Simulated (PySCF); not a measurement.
C3H6F2Si, SMILES F[SiH2]C1(F)CC1.

The structure is a stationary point at B3LYP-D3(BJ)/def2-SVP. This is a generated structure with no PubChem entry under its InChIKey; it may be hypothetical. One conformer was computed; it need not be the lowest.

All values below come from PySCF with B3LYP-D3(BJ)/def2-SVP.

Frequencies are harmonic and unscaled.

Computed vibrational spectrum:
```json
[
 {"mode": "1", "ν (cm⁻¹)": "62", "IR (km/mol)": "3.1", "Raman (Å⁴/amu)": "0.1", "depolarisation": "0.75", "moving atoms (share of kinetic energy)": "F 48 %, H 21 %, Si 17 %, C 14 %"},
 {"mode": "2", "ν (cm⁻¹)": "126", "IR (km/mol)": "5.5", "Raman (Å⁴/amu)": "0.1", "depolarisation": "0.65", "moving atoms (share of kinetic energy)": "F 54 %, C 33 %, H 11 %"},
 {"mode": "3", "ν (cm⁻¹)": "203", "IR (km/mol)": "0.0", "Raman (Å⁴/amu)": "0.0", "depolarisation": "–", "moving atoms (share of kinetic energy)": "C 49 %, H 44 %"},
 {"mode": "4", "ν (cm⁻¹)": "298", "IR (km/mol)": "0.5", "Raman (Å⁴/amu)": "1.9", "depolarisation": "0.64", "moving atoms (share of kinetic energy)": "F 70 %, C 13 %, Si 13 %"},
 {"mode": "5", "ν (cm⁻¹)": "350", "IR (km/mol)": "19.6", "Raman (Å⁴/amu)": "1.1", "depolarisation": "0.32", "moving atoms (share of kinetic energy)": "Si 32 %, F 30 %, C 20 %, H 19 %"},
 {"mode": "6", "ν (cm⁻¹)": "400", "IR (km/mol)": "4.4", "Raman (Å⁴/amu)": "1.6", "depolarisation": "0.75", "moving atoms (share of kinetic energy)": "C 40 %, H 37 %, F 23 %"},
 {"mode": "7", "ν (cm⁻¹)": "558", "IR (km/mol)": "2.8", "Raman (Å⁴/amu)": "12.0", "depolarisation": "0.27", "moving atoms (share of kinetic energy)": "C 35 %, Si 26 %, H 20 %, F 19 %"},
 {"mode": "8", "ν (cm⁻¹)": "653", "IR (km/mol)": "58.0", "Raman (Å⁴/amu)": "9.0", "depolarisation": "0.75", "moving atoms (share of kinetic energy)": "H 67 %, C 17 %, Si 15 %"},
 {"mode": "9", "ν (cm⁻¹)": "714", "IR (km/mol)": "24.0", "Raman (Å⁴/amu)": "12.5", "depolarisation": "0.75", "moving atoms (share of kinetic energy)": "H 88 %"},
 {"mode": "10", "ν (cm⁻¹)": "758", "IR (km/mol)": "4.9", "Raman (Å⁴/amu)": "1.7", "depolarisation": "0.73", "moving atoms (share of kinetic energy)": "H 94 %"},
 {"mode": "11", "ν (cm⁻¹)": "849", "IR (km/mol)": "41.0", "Raman (Å⁴/amu)": "4.3", "depolarisation": "0.55", "moving atoms (share of kinetic energy)": "F 48 %, H 31 %, Si 18 %"},
 {"mode": "12", "ν (cm⁻¹)": "874", "IR (km/mol)": "23.2", "Raman (Å⁴/amu)": "9.4", "depolarisation": "0.75", "moving atoms (share of kinetic energy)": "H 40 %, C 37 %, F 20 %"},
 {"mode": "13", "ν (cm⁻¹)": "886", "IR (km/mol)": "0.3", "Raman (Å⁴/amu)": "4.8", "depolarisation": "0.75", "moving atoms (share of kinetic energy)": "H 62 %, C 37 %"},
 {"mode": "14", "ν (cm⁻¹)": "923", "IR (km/mol)": "286.1", "Raman (Å⁴/amu)": "13.0", "depolarisation": "0.64", "moving atoms (share of kinetic energy)": "H 66 %, Si 23 %, F 11 %"},
 {"mode": "15", "ν (cm⁻¹)": "962", "IR (km/mol)": "7.8", "Raman (Å⁴/amu)": "5.5", "depolarisation": "0.75", "moving atoms (share of kinetic energy)": "C 69 %, H 29 %"},
 {"mode": "16", "ν (cm⁻¹)": "973", "IR (km/mol)": "96.8", "Raman (Å⁴/amu)": "18.5", "depolarisation": "0.65", "moving atoms (share of kinetic energy)": "H 74 %, C 15 %"},
 {"mode": "17", "ν (cm⁻¹)": "983", "IR (km/mol)": "39.1", "Raman (Å⁴/amu)": "3.5", "depolarisation": "0.22", "moving atoms (share of kinetic energy)": "H 58 %, C 30 %, F 8 %"},
 {"mode": "18", "ν (cm⁻¹)": "1068", "IR (km/mol)": "27.5", "Raman (Å⁴/amu)": "1.2", "depolarisation": "0.36", "moving atoms (share of kinetic energy)": "H 58 %, C 39 %"},
 {"mode": "19", "ν (cm⁻¹)": "1070", "IR (km/mol)": "0.2", "Raman (Å⁴/amu)": "1.0", "depolarisation": "0.75", "moving atoms (share of kinetic energy)": "H 68 %, C 32 %"},
 {"mode": "20", "ν (cm⁻¹)": "1178", "IR (km/mol)": "0.0", "Raman (Å⁴/amu)": "4.3", "depolarisation": "0.75", "moving atoms (share of kinetic energy)": "H 78 %, C 22 %"},
 {"mode": "21", "ν (cm⁻¹)": "1243", "IR (km/mol)": "38.6", "Raman (Å⁴/amu)": "6.9", "depolarisation": "0.08", "moving atoms (share of kinetic energy)": "C 64 %, H 25 %, F 9 %"},
 {"mode": "22", "ν (cm⁻¹)": "1293", "IR (km/mol)": "4.5", "Raman (Å⁴/amu)": "14.1", "depolarisation": "0.18", "moving atoms (share of kinetic energy)": "C 64 %, H 34 %"},
 {"mode": "23", "ν (cm⁻¹)": "1416", "IR (km/mol)": "5.8", "Raman (Å⁴/amu)": "9.1", "depolarisation": "0.75", "moving atoms (share of kinetic energy)": "H 92 %, C 8 %"},
 {"mode": "24", "ν (cm⁻¹)": "1470", "IR (km/mol)": "5.1", "Raman (Å⁴/amu)": "5.8", "depolarisation": "0.68", "moving atoms (share of kinetic energy)": "H 64 %, C 36 %"},
 {"mode": "25", "ν (cm⁻¹)": "2255", "IR (km/mol)": "105.0", "Raman (Å⁴/amu)": "199.9", "depolarisation": "0.08", "moving atoms (share of kinetic energy)": "H 98 %"},
 {"mode": "26", "ν (cm⁻¹)": "2262", "IR (km/mol)": "140.0", "Raman (Å⁴/amu)": "80.2", "depolarisation": "0.75", "moving atoms (share of kinetic energy)": "H 95 %"},
 {"mode": "27", "ν (cm⁻¹)": "3125", "IR (km/mol)": "4.8", "Raman (Å⁴/amu)": "29.4", "depolarisation": "0.75", "moving atoms (share of kinetic energy)": "H 96 %"},
 {"mode": "28", "ν (cm⁻¹)": "3126", "IR (km/mol)": "0.8", "Raman (Å⁴/amu)": "187.0", "depolarisation": "0.03", "moving atoms (share of kinetic energy)": "H 95 %"},
 {"mode": "29", "ν (cm⁻¹)": "3219", "IR (km/mol)": "0.3", "Raman (Å⁴/amu)": "92.4", "depolarisation": "0.75", "moving atoms (share of kinetic energy)": "H 89 %, C 11 %"},
 {"mode": "30", "ν (cm⁻¹)": "3229", "IR (km/mol)": "1.6", "Raman (Å⁴/amu)": "44.0", "depolarisation": "0.65", "moving atoms (share of kinetic energy)": "H 89 %, C 11 %"}
]
```
